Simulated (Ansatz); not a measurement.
iodine atom (I), doublet (core potentials on I); PBE/def2-QZVP (Ansatz, a quantum-chemistry and plane-wave program).

Input for Ansatz:
Ansatz 0.2 input:
```yaml
crystal:
  periodic: [false, false, false]
  atoms:
    - {symbol: I, position_ang: [0.00000000, 0.00000000, 0.00000000]}
basis:
  gaussian:
    orbitals: def2-QZVP.json
hamiltonian:
  xc: pbe
magnetization: {spin_polarized: true, initial_magnetization: 1}
```
The basis file holds def2-QZVP in the JSON format of the Basis Set Exchange.

Problem. Write the output that Ansatz gives for this input, abridged.

Solution. 
```
Functional definition: PBE
393 factors; their error is unknown
mean field evaluation 1: about -8099.8003 eV, gradient 4.5e0 eV
mean field evaluation 2: about -8099.5969 eV, gradient 7.8e0 eV
mean field evaluation 4: about -8099.9011 eV, gradient 1.9e0 eV
mean field evaluation 8: about -8099.9169 eV, gradient 4.4e-2 eV
mean field evaluation 16: about -8099.6419 eV, gradient 6.8e0 eV
mean field evaluation 32: about -8099.9169 eV, gradient 1.1e-2 eV
mean field -8099.91686262 eV, -297.6664543804 hartree, gradient 5.9e-6 eV, S^2 0.752976; 2 other end points of the search recorded, 0 dependent functions left out
reference -8099.91688606 eV, -297.6664552419 hartree; 13, 12 occupied and 69, 70 virtual orbitals, 393 factors
Total energy: -8099.91688606 eV, -297.6664552419 hartree
```
